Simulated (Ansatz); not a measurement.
C2H5BOS2 at its PBE0-D4/def2-TZVP geometry, where that method's forces vanish. Charge 0, multiplicity 1. The bonds changed during the relaxation, so this is another structure than the one it started from.

| atom | x (Å) | y (Å) | z (Å) |
| --- | --- | --- | --- |
| B1 | -0.765 | -0.790 | 0.754 |
| C2 | -1.754 | -0.297 | -0.412 |
| O3 | -2.878 | 0.010 | -0.533 |
| S4 | -0.524 | -0.387 | -1.939 |
| S5 | 0.817 | -0.773 | -0.441 |
| C6 | 1.557 | 0.829 | -0.097 |
| H7 | -0.985 | -1.935 | 1.047 |
| H8 | -0.594 | -0.043 | 1.681 |
| H9 | 2.217 | 1.098 | -0.920 |
| H10 | 2.135 | 0.716 | 0.822 |
| H11 | 0.774 | 1.573 | 0.038 |

**Question.** For each bond, give half the difference of the two atoms' forces along it (eV/Å; positive pushes the atoms apart) under PBE-D4, r2SCAN-D4, B3LYP-D4, ωB97M-V in def2-TZVPP. (Estimate.)

**Answer.** Computed: 
| bond | length (Å) | PBE-D4 | r2SCAN-D4 | B3LYP-D4 | ωB97M-V |
| --- | --- | --- | --- | --- | --- |
| B1–C2 | 1.607 | -0.57 | -0.23 | 0.01 | 0.20 |
| B1–S5 | 1.983 | 0.02 | 0.12 | 0.27 | 0.15 |
| B1–H7 | 1.203 | 0.10 | -0.03 | -0.15 | -0.18 |
| B1–H8 | 1.202 | 0.08 | -0.04 | -0.15 | -0.17 |
| C2–O3 | 1.172 | 1.29 | 0.48 | 0.16 | -0.06 |
| C2–S4 | 1.963 | 0.01 | 0.15 | 0.25 | 0.08 |
| S4–S5 | 2.048 | 0.32 | 0.15 | 0.41 | 0.14 |
| S5–C6 | 1.798 | 0.18 | 0.16 | 0.23 | 0.09 |
| C6–H9 | 1.089 | 0.09 | -0.05 | -0.09 | -0.07 |
| C6–H10 | 1.092 | 0.10 | -0.04 | -0.09 | -0.07 |
| C6–H11 | 1.088 | 0.09 | -0.04 | -0.08 | -0.06 |

B3LYP here is the variant with VWN-RPA as its local correlation; programs differ in this.
